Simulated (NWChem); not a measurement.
All runs are NWChem calculations. System: silanone (H₂OSi), charge 0, spin multiplicity 1, at a geometry optimised with PBE/def2-SVP. Level: CCSD(T)/def2-TZVP, 6 core orbitals frozen.

NWChem printed:

```
             Northwest Computational Chemistry Package (NWChem) 7.3.0
             --------------------------------------------------------

                                NWChem Input Module
                                -------------------

 Scaling coordinates for geometry "geometry" by  1.889725989
 (inverse scale =  0.529177249)

 Turning off AUTOSYM since
 SYMMETRY directive was detected!

                             Geometry "geometry" -> ""
                             -------------------------

 Output coordinates in angstroms (scale by  1.889725989 to convert to a.u.)

  No.       Tag          Charge          X              Y              Z
 ---- ---------------- ---------- -------------- -------------- --------------
    1 Si                  14.0000     0.00000000     0.00000000    -0.44716600
    2 O                    8.0000     0.00000000     0.00000000     1.10523900
    3 H                    1.0000    -1.24802900     0.00000000    -1.29079000
    4 H                    1.0000     1.24802900     0.00000000    -1.29079000

 Effective nuclear repulsion energy (a.u.)      51.3600516648

            Nuclear Dipole moment (a.u.)
            ----------------------------
        X                 Y               Z
 ---------------- ---------------- ----------------
     0.0000000000     0.0000000000     0.0000151178

      Symmetry information
      --------------------

 Group name             C2v
 Group number             16
 Group order               4
 No. of unique centers     3

      Symmetry unique atoms

     1    2    3


 Summary of "ao basis" -> "" (spherical)
 ------------------------------------------------------------------------------
       Tag                 Description            Shells   Functions and Types
 ---------------- ------------------------------  ------  ---------------------
 *                         def2-tzvp                  on all atoms

 Summary of "ao basis" -> "ao basis" (spherical)
 ------------------------------------------------------------------------------
       Tag                 Description            Shells   Functions and Types
 ---------------- ------------------------------  ------  ---------------------
 Si                        def2-tzvp                13       37   5s5p2d1f
 O                         def2-tzvp                11       31   5s3p2d1f
 H                         def2-tzvp                 4        6   3s1p

                                 NWChem SCF Module
[...]
                   NWChem Extensible Many-Electron Theory Module
                   ---------------------------------------------


            General Information
            -------------------
      Number of processors :     1
         Wavefunction type : Restricted Hartree-Fock
          No. of electrons :    24
           Alpha electrons :    12
            Beta electrons :    12
           No. of orbitals :   160
            Alpha orbitals :    80
             Beta orbitals :    80
        Alpha frozen cores :     6
         Beta frozen cores :     6
     Alpha frozen virtuals :     0
      Beta frozen virtuals :     0
         Spin multiplicity : singlet
    Number of AO functions :    80
       Number of AO shells :    32
        Use of symmetry is : on
      Symmetry adaption is : on
         Schwarz screening : 0.10D-09

          Correlation Information
          -----------------------
          Calculation type : Coupled-cluster singles & doubles w/ perturbation
   Perturbative correction : (T)
            Max iterations :      100
        Residual threshold : 0.10D-05
     T(0) DIIS level shift : 0.00D+00
     L(0) DIIS level shift : 0.00D+00
     T(1) DIIS level shift : 0.00D+00
     L(1) DIIS level shift : 0.00D+00
     T(R) DIIS level shift : 0.00D+00
     T(I) DIIS level shift : 0.00D+00
   CC-T/L Amplitude update :  5-th order DIIS
                I/O scheme : Global Array Library
        L-threshold :  0.10D-05
        EOM-threshold :  0.10D-05
 no EOMCCSD initial starts read in
 TCE RESTART OPTIONS
 SLICE:      F
 D4D5:       F
 quantumc:   F
 qrotation:  F
 pwtce:      F
 qducc:      F
 nacto:                         0
 nrotv:                         0
 nrot:                          0

            Memory Information
            ------------------
          Available GA space size is     249030400 doubles
          Available MA space size is     104850420 doubles

 Maximum block size supplied by input
 Maximum block size        24 doubles

 tile_dim =     18

 -------------------------------------------------

 Global array virtual files algorithm will be used

 Parallel file system coherency ......... OK

 4-electron integrals stored in orbital form

 v2    file size   =          1816194
 4-index algorithm nr.  13 is used
 imaxsize =       30
 imaxsize ichop =        0


CCSD iterations
 ---------------------------------------------------------
 Iter          Residuum       Correlation     Cpu    Wall
 ---------------------------------------------------------
    1   0.1751725479365  -0.3572835727967     0.1     0.1
    2   0.0458452310527  -0.3557932011984     0.1     0.1
    3   0.0161570533904  -0.3666733995498     0.1     0.1
    4   0.0089877514803  -0.3665085128959     0.1     0.1
    5   0.0038126534872  -0.3678998621929     0.1     0.1
    6   0.0019336343190  -0.3680919945069     0.1     0.1
    7   0.0012843307118  -0.3681068604159     0.1     0.1
    8   0.0006732773978  -0.3681404960641     0.1     0.1
    9   0.0005368362235  -0.3681355384322     0.1     0.1
   10   0.0003073158668  -0.3681587756009     0.1     0.1
   11   0.0000595937824  -0.3681781401894     0.1     0.1
   12   0.0000246894441  -0.3681752632416     0.1     0.1
   13   0.0000147658149  -0.3681759170053     0.1     0.1
   14   0.0000077180048  -0.3681753097631     0.1     0.1
   15   0.0000048234209  -0.3681752713007     0.1     0.1
   16   0.0000013101400  -0.3681749496252     0.1     0.1
   17   0.0000008100115  -0.3681750319297     0.1     0.1
 -----------------------------------------------------------------
 Iterations converged
 CCSD correlation energy / hartree =        -0.368175031929659
 CCSD total energy / hartree       =      -365.348830637080482

 Singles contributions

 Doubles contributions
 CCSD(T)
 Using plain CCSD(T) code
             total no. of tasks          428
 total no. of tasks / no. procs          428
                         wl_min          735           3.0
                         wl_max       122472           7.0
        thresh for no. of tasks          428

 CCSD[T]  correction energy / hartree =        -0.018038555502544
 CCSD[T] correlation energy / hartree =        -0.386213587432203
 CCSD[T] total energy / hartree       =      -365.366869192583010
 CCSD(T)  correction energy / hartree =        -0.016170402826946
 CCSD(T) correlation energy / hartree =        -0.384345434756605
 CCSD(T) total energy / hartree       =      -365.365001039907440

 Task  times  cpu:        8.9s     wall:        8.9s

 Total times  cpu:        8.9s     wall:        8.9s
```

Problem. Write an NWChem input that would produce this output.

Solution. This is not unique; one that fits is 
```
start mol
memory heap 100 mb stack 700 mb global 1900 mb
geometry units angstroms nocenter noautoz
  Si     0.000000     0.000000    -0.447166
  O      0.000000     0.000000     1.105239
  H     -1.248029     0.000000    -1.290790
  H      1.248029     0.000000    -1.290790
  symmetry group C2v
end
basis spherical
  * library def2-tzvp
end
scf
  rhf
  nopen 0
  maxiter 100
  thresh 1e-7
  semidirect memsize 60000000 filesize 0
end
tce
  freeze core 6
  ccsd(t)
  2eorb
  2emet 13
  thresh 1e-6
  maxiter 100
  tilesize 24
end
task tce energy
```
